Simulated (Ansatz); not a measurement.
Cost and result up the ladder for In3O10H11, a hydroxylated oxide cluster (24 atoms). Charge 0, multiplicity 1. Geometry: r2SCAN-D4/def2-SVP.

Cartesian coordinates in Å:
```
In 0.2077 -0.1659 -1.9103
In -2.2388 0.1185 0.0833
In 1.2369 -0.1313 1.1875
O 3.3560 0.8701 1.1276
O 1.6981 -1.1794 -0.6065
O 2.2523 -0.7387 2.8287
O 1.0698 -0.3000 -3.7091
O -1.2122 -1.4948 -0.9837
O 0.6542 1.2271 -0.2905
O -1.7186 0.8471 -1.9527
O -4.1412 -0.3722 0.4966
O -0.7967 -0.6691 1.6247
O -1.5738 1.9619 0.7994
H 3.8026 0.5477 0.3300
H 3.6729 0.3140 1.8667
H 1.8645 -2.1276 -0.6800
H 1.7576 -1.3397 3.4011
H 0.4066 -0.1241 -4.3920
H -0.8300 -2.1094 -0.3401
H -0.1469 1.7495 0.0432
H -1.6365 1.8122 -1.9235
H -4.4331 -1.0505 -0.1291
H -1.0712 -0.3418 2.4956
H -2.1801 2.6964 0.6332
```

Ansatz on 2 threads of AMD EPYC 7R13 on a shared host and a share (18 GiB) of an NVIDIA H100 80GB HBM3. Times are rough, and most runs start from the orbitals of an earlier one. ωB97X-V/def2-TZVP serves as the yardstick here, not as an exact answer. Differences are given only for rows in sets of like size (and for xTB, whose basis is part of the method), since another set adds its own error. Binding counts from free atoms at the same level (In doublet, O triplet, H doublet; other spins of the atoms weren't run), without zero-point energy or a counterpoise term.

In the def2 sets In takes a core potential, while STO-3G treats all electrons; there is no spin–orbit coupling. HSE06 is defined as in plane-wave codes, on full-range PBE exchange. Correlated methods freeze 22 core orbitals; core or outer-core shells of In are correlated, in sets that lack core-valence functions. The rows differ in basis, and correlated rows in double-zeta sets carry the largest basis error. Single mean-field runs in def2-TZVP are fitted with def2-universal-jkfit.

Correlated methods converge slowly with the basis, most of all in double-zeta sets.

```json
{"level": "LDA (SPW92)/def2-TZVP", "functions": "526", "binding energy per atom (eV)": "4.23", "difference from ωB97X-V/def2-TZVP (eV)": "0.65"}
{"level": "PBE-D4/def2-TZVP (with forces)", "functions": "526", "binding energy per atom (eV)": "3.63", "difference from ωB97X-V/def2-TZVP (eV)": "0.05"}
{"level": "ωB97X-V/def2-TZVP", "functions": "526", "binding energy per atom (eV)": "3.58", "difference from ωB97X-V/def2-TZVP (eV)": "0.00"}
{"level": "CCSD(T)/def2-SVP", "functions": "273", "binding energy per atom (eV)": "3.36", "difference from ωB97X-V/def2-TZVP (eV)": "–"}
{"level": "MP2/def2-TZVP", "functions": "526", "binding energy per atom (eV)": "3.58", "difference from ωB97X-V/def2-TZVP (eV)": "0.00"}
{"level": "HSE06-D4/def2-TZVP (with forces)", "functions": "526", "binding energy per atom (eV)": "3.50", "difference from ωB97X-V/def2-TZVP (eV)": "-0.08"}
{"level": "r2SCAN-D4/def2-TZVP", "functions": "526", "binding energy per atom (eV)": "3.58", "difference from ωB97X-V/def2-TZVP (eV)": "0.00"}
{"level": "PBE0-D4/def2-SVP", "functions": "273", "binding energy per atom (eV)": "3.50", "difference from ωB97X-V/def2-TZVP (eV)": "–"}
{"level": "PBE-D4/def2-SVP", "functions": "273", "binding energy per atom (eV)": "3.64", "difference from ωB97X-V/def2-TZVP (eV)": "–"}
{"level": "PBE0-D4/def2-TZVP", "functions": "526", "binding energy per atom (eV)": "3.50", "difference from ωB97X-V/def2-TZVP (eV)": "-0.09"}
{"level": "HF/STO-3G", "functions": "142", "binding energy per atom (eV)": "2.64", "difference from ωB97X-V/def2-TZVP (eV)": "–"}
```

Q: Estimate how long each takes.

A: HF/STO-3G 3.2 s; PBE0-D4/def2-SVP 5.5 s; PBE-D4/def2-SVP 6 s; MP2/def2-TZVP 6.5 s; r2SCAN-D4/def2-TZVP 7 s; PBE0-D4/def2-TZVP 7 s; LDA (SPW92)/def2-TZVP 8 s; PBE-D4/def2-TZVP (with forces) 8 s; HSE06-D4/def2-TZVP (with forces) 11 s; ωB97X-V/def2-TZVP 14 s; CCSD(T)/def2-SVP 32 s. On shared hardware such times vary by a factor of up to 3.
